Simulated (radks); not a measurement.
Task: Ionisation ladder of tungsten, from W18+ to W30+. Each ion is in the ground configuration listed by NIST, and IE = E(next ion) - E(this ion). Calculated with a radial shooting solver on a logarithmic mesh with Libxc functionals: Dirac Kohn-Sham, PBE, spin-unpolarised, spherical densities, point nucleus; open shells fill j = l - 1/2 first.

species   configuration  IE, Delta-SCF (eV)  <r> HOMO (bohr)
W18+     [Kr] 4d10 4f10              462.31            0.514
W19+      [Kr] 4d10 4f9              503.58            0.504
W20+      [Kr] 4d10 4f8              546.10            0.494
W21+      [Kr] 4d10 4f7              589.84            0.485
W22+      [Kr] 4d10 4f6              638.31            0.473
W23+      [Kr] 4d10 4f5                   ?            0.465
W24+      [Kr] 4d10 4f4              732.27            0.457
W25+      [Kr] 4d10 4f3                   ?            0.450
W26+      [Kr] 4d10 4f2                   ?            0.443
W27+      [Kr] 4d10 4f1              881.72            0.437
W28+          [Kr] 4d10                   ?            0.452
W29+           [Kr] 4d9              1178.9            0.448
W30+           [Kr] 4d8              1229.5            0.444

Estimate the withheld Delta-SCF values.

Result: W23+: 684.71 eV (NIST 686); W25+: 780.97 eV (NIST 784); W26+: 830.79 eV (NIST 833); W28+: 1129.0 eV (NIST 1132).

Beside tabulated values, note that spin-unpolarised runs miss the spin-polarisation part of the exchange energy of open shells.
